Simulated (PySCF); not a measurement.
C2H11AlO2Si.
Numbering: `[CH3:1][O+:2]([CH3:3])[AlH2-:4][O:5][SiH3:6]` (hydrogens: H7, H8, H9 on C1; H10, H11, H12 on C3; H13, H14 on Al4; H15, H16, H17 on Si6)

Method: core-valence-separated Tamm–Dancoff BHandHLYP/aug-pcX-1 (pcseg-1 on H, def2-SVPD on Si, def2-SVPD on Al) in PySCF, non-relativistic, gas phase, PBE0-D3(BJ)/def2-SVP geometry. No empirical shift is added; at this level the pattern usually sits a few eV under experiment.

(1) List the oxygen K-edge absorption lines.

(2) List the carbon K-edge absorption lines.

Answers

(1) 
```json
{"E (eV)": "531.72", "f": "0.0040", "core hole on": "O5", "main final orbital": "spread"}
{"E (eV)": "532.43", "f": "0.0142", "core hole on": "O5", "main final orbital": "LUMO+3 (36 %)"}
{"E (eV)": "532.97", "f": "0.0038", "core hole on": "O5", "main final orbital": "LUMO (46 %)"}
{"E (eV)": "533.12", "f": "0.0126", "core hole on": "O5", "main final orbital": "spread"}
{"E (eV)": "533.23", "f": "0.0093", "core hole on": "O5", "main final orbital": "LUMO (34 %)"}
{"E (eV)": "533.68", "f": "0.0025", "core hole on": "O5", "main final orbital": "LUMO+1 (36 %)"}
{"E (eV)": "533.78", "f": "0.0039", "core hole on": "O5", "main final orbital": "LUMO+3 (31 %)"}
{"E (eV)": "533.89", "f": "0.0021", "core hole on": "O5", "main final orbital": "spread"}
{"E (eV)": "534.14", "f": "0.0021", "core hole on": "O5", "main final orbital": "spread"}
{"E (eV)": "534.33", "f": "0.0050", "core hole on": "O5", "main final orbital": "spread (2 roots, f summed)"}
```

The first line with a tenth or more of the strongest one's intensity is at 531.72 eV (f = 0.004), with the hole on O5 (oxygen bonded to Al and Si). The strongest listed is at 532.43 eV (f = 0.014; O5).

(2) 
```
E (eV)       f  core hole on  main final orbital
286.58  0.0539            C1       LUMO+3 (33 %)
286.69  0.0510            C3       LUMO+3 (38 %)
287.41  0.0044            C1         LUMO (57 %)
287.48  0.0028            C3         LUMO (66 %)
288.02  0.0394            C1              spread
288.08  0.0416            C3              spread
288.29  0.0370            C3              spread
288.40  0.0304            C1              spread
289.02  0.0054            C1       LUMO+1 (35 %)
289.14  0.0034            C3       LUMO+1 (53 %)
```

The first line with a tenth or more of the strongest one's intensity is at 286.58 eV (f = 0.054), with the hole on C1 (O-methyl carbon). It is also the strongest listed.

Roots within 0.03 eV whose holes lie on the same, on equivalent or on shared atoms are summed into one line, and the highest roots are left out, as the search may have cut off their partners. Final orbitals are the ground state's empty Kohn–Sham orbitals.

**Question.** What are the wavelength and the wavenumber of the 534.14 eV line?

**Answer.** λ = 12398.42 eV Å/534.14 eV = 23.212 Å; 4.3081 × 10⁶ cm⁻¹.

Only the lowest roots of each edge were sought.

Conformer computed: `[CH3:1][O+:2]([CH3:3])[AlH2-:4][O:5][SiH3:6]`: C1–O2–Al4–O5 41°.

One conformer stands for the species.
